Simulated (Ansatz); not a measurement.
Species: F$_{3}$Ga, SMILES `[F][Ga]([F])[F]` (charge 0, multiplicity 1), formula F3Ga.

Q: How many basis functions does Ansatz (a quantum-chemistry and plane-wave program) with frozen-core CCSD(T)/cc-pVTZ // PBE0-D4/def2-TZVP use, how many core orbitals are frozen, and how many electrons are correlated?

A: 133 basis functions and 12 frozen orbitals, which leaves 34 correlated electrons (filled d shells below the valence shell are correlated). Core time is of the order of seconds.
